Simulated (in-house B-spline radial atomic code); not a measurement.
Re²⁺. Computed with a B-spline radial atomic code. Model: non-relativistic spherical atom: semilocal Troullier-Martins pseudo-atom, one channel per l, against all electrons, high spin, G0W0 and RPA with empty states to l = 8, local potential for every l without a channel, a model core (radius 0 = none) keeps its share of the functional.

The core holds an angular momentum without a channel of its own, so the local potential lets valence electrons into it.

Without relativity these are model numbers for so heavy an element.

What the tables leave out is listed at the end.

The pseudopotential gives back the lowest level of each angular momentum of its own functional in the configuration it was made in; a second state of the same l is only approximately right. Exact exchange, RPA and GW see the smooth pseudo-orbitals and miss the exchange with the core, for which the functional's share stands in. The column with an uncorrelated core keeps all orbitals and exact exchange, and so separates missing core correlation from pseudisation. Only the three outermost levels and the lowest empty one were computed. RPA here is direct RPA, with no exchange kernel, and its energies carry an (l + 1/2)⁻⁴ tail. A hybrid on a potential with a model core restores only its own semilocal share of the core's exchange.

Command:
```bash
python run_psgw.py task.json out
```
Settings (lengths in bohr, energies in hartree):
```
Z                      75
electrons              73
configuration          [Xe] 4f14 5d5
generated_in           [Xe] 4f14 5d5
functional             pbe,pbe
core_shells            11
radius_factor          0.8
core_correction        False
```

Time taken, with all properties: 58 s on 1 thread of Arm Neoverse N1, on a shared host.

Given: made with PBE; model core radius 0 bohr; local radius 1.072 bohr; mean-field start PBE0.

Valence shells of the generating configuration: 5p, 5d.

Channel: s 2.102, p 0.89, d 1.11 (radii in bohr).

Computed: largest level miss in the spin-unpolarised generating configuration 0.001 eV; valence RPA correlation energy all-electron orbitals -0.47332 hartree; valence RPA correlation energy pseudo -0.71106 hartree; all-electron RPA polarisability, core included 8.0611 bohr³.

```json
{"level": "5d up", "occupied": "1", "mean-field all-electron (eV)": "-25.016", "mean-field pseudo minus all (eV)": "0.058", "G0W0 all-electron (eV)": "-29.444", "G0W0 uncorrelated core minus all (eV)": "0.106", "G0W0 pseudo minus all (eV)": "0.548", "exchange self-energy all-electron (eV)": "-29.351", "exchange self-energy pseudo (eV)": "-23.537"}
{"level": "5p down", "occupied": "1", "mean-field all-electron (eV)": "-60.018", "mean-field pseudo minus all (eV)": "1.206", "G0W0 all-electron (eV)": "-64.945", "G0W0 uncorrelated core minus all (eV)": "-0.14", "G0W0 pseudo minus all (eV)": "2.544", "exchange self-energy all-electron (eV)": "-38.271", "exchange self-energy pseudo (eV)": "-23.832"}
```

Problem. What is the pseudo-atom RPA polarisability?

Solution. 8.3458 bohr³.

Given: mean-field start Hartree-Fock.

Computed: valence RPA correlation energy all-electron orbitals -0.40879 hartree; valence RPA correlation energy pseudo -0.62133 hartree; pseudo-atom RPA polarisability 6.533 bohr³.

```tsv
level	occupied	mean-field all-electron (eV)	mean-field pseudo minus all (eV)	G0W0 all-electron (eV)	G0W0 uncorrelated core minus all (eV)	G0W0 pseudo minus all (eV)	exchange self-energy all-electron (eV)	exchange self-energy pseudo (eV)
5d up	1	-29.302	0.452	-29.67	0.12	0.286	-29.541	-23.65
5p down	1	-65.206	3.266	-65.299	-0.056	2.24	-37.821	-23.71
6s up (empty)	0	-13.488	-2.161	-14.574	0.081	-1.635	-3.5534	-5.9634
```

Problem. What is the all-electron RPA polarisability, core included?

Solution. 6.0862 bohr³.

Among the listed levels the largest G0W0 shift of the pseudo-atom is +2.54 eV, for 5p down on the PBE0 start, while leaving the core uncorrelated moves that level by -0.14 eV. So pseudisation and the lost core exchange, not the missing core correlation, make the error. Not in the tables (levels of low weight, unsolved or above zero; the highest and the empty levels are kept at any weight): on PBE, a start not tabulated, the G0W0 levels 5d up (pseudo minus all +0.28 eV, weights 0.47 and 0.19), 5p down (pseudo minus all +3.02 eV, weights 0.58 and 0.84), 5p up (pseudo minus all +2.63 eV, weights 0.05 and 0.05), 5d down (pseudo minus all +0.28 eV, weights 0.69 and 0.76); on PBE0 the G0W0 levels 5p up (pseudo minus all +3.29 eV, weights 0.43 and 0.06); on Hartree-Fock the G0W0 levels 5p up (pseudo minus all +4.40 eV, weights 0.25 and 0.58).
